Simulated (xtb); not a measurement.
MoCl3H3, SMILES [MoH3]([Cl])([Cl])[Cl], multiplicity 1. All values are semi-empirical tight-binding results from xtb (GFN2-xTB unless named), good for trends rather than for accurate numbers. The structure is a stationary point at GFN2-xTB. The spin state was assumed, not searched. The structure was generated by enumeration; whether it is a known compound was not checked.

Optimised geometry:

```xyz
7

Mo     0.0000     0.0000    -0.5051
Cl     1.6698    -0.9640     0.5078
Cl    -1.6698    -0.9640     0.5078
Cl     0.0000     1.9281     0.5078
H     -1.0838     0.6257    -1.5610
H      0.0000    -1.2515    -1.5610
H      1.0838     0.6257    -1.5610
```
Charge 0, spin multiplicity 1.

For metal compounds this method's bond lengths and energies can be far off.

Computed properties:
- point group as xtb finds it: C3v
- orbital gap: 2.13 eV
- zero-point energy: 16.6 kcal/mol
- G − E(el) at 298.15 K (modified RRHO): -3.3 kcal/mol

### Question
Give the atomic charges and the Wiberg bond orders between heavy atoms. (An estimate is asked for; the answer gives what the named calculation found.)

### Answer
charges (e) Mo1 0.71, Cl2 -0.12, Cl3 -0.12, Cl4 -0.12, H5 -0.12, H6 -0.12, H7 -0.12. Bond orders Mo1–Cl2 1.32, Mo1–Cl3 1.32, Mo1–Cl4 1.32.
